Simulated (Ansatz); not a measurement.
Ag₃Te₄⁺, 7 atoms. Hardware: 4 threads of Arm Neoverse V1 on a shared host.

In the def2 sets Ag, Te take a core potential; there is no spin–orbit coupling. Correlated methods freeze 16 core orbitals; core or outer-core shells of Ag, Te are correlated, in sets that lack core-valence functions.

**Question.** How many basis functions does each of these Ansatz runs have, and roughly what does it cost? PBE-D4/def2-SVP, charge 1 singlet, relaxation, 9 steps; MP2/def2-TZVP, charge 1 singlet, energy, from earlier orbitals; HSE06-D4/def2-TZVP, charge 1 singlet, energy, from earlier orbitals; RPA@PBE/def2-TZVP, charge 1 singlet, energy, from earlier orbitals; PBE-D4/def2-SVP, charge 1 singlet, energy, from earlier orbitals; BLYP-D4/def2-TZVP, charge 1 singlet, energy, from earlier orbitals; PBE0-D4/def2-TZVP, charge 1 singlet, energy, from earlier orbitals; PBE0-D4/def2-SVP, charge 1 singlet, energy, from earlier orbitals; r2SCAN-D4/def2-TZVP, charge 1 singlet, energy, from earlier orbitals; PBE-D4/def2-TZVP, charge 1 singlet, energy and forces, from earlier orbitals.

**Answer.** Other jobs shared the machine, so times can vary by a factor of up to 3. A dash marks memory too small to be measured apart from the calling script's.

```tsv
run	functions	fitting or Cholesky vectors	wall time	peak host memory (GiB)
PBE-D4/def2-SVP, charge 1 singlet, energy, from earlier orbitals	197	2126	5.5 s	–
PBE0-D4/def2-SVP, charge 1 singlet, energy, from earlier orbitals	197	2316	12 s	0.9
PBE-D4/def2-TZVP, charge 1 singlet, energy and forces, from earlier orbitals	320	2603	12 s	0.79
BLYP-D4/def2-TZVP, charge 1 singlet, energy, from earlier orbitals	320	2603	13 s	0.79
r2SCAN-D4/def2-TZVP, charge 1 singlet, energy, from earlier orbitals	320	2603	21 s	0.86
HSE06-D4/def2-TZVP, charge 1 singlet, energy, from earlier orbitals	320	2910	24 s	2.1
PBE0-D4/def2-TZVP, charge 1 singlet, energy, from earlier orbitals	320	2910	25 s	2
MP2/def2-TZVP, charge 1 singlet, energy, from earlier orbitals	320	3090	34 s	1.9
PBE-D4/def2-SVP, charge 1 singlet, relaxation, 9 steps	197	2126	40 s	–
RPA@PBE/def2-TZVP, charge 1 singlet, energy, from earlier orbitals	320	3090	51 s	2.1
```
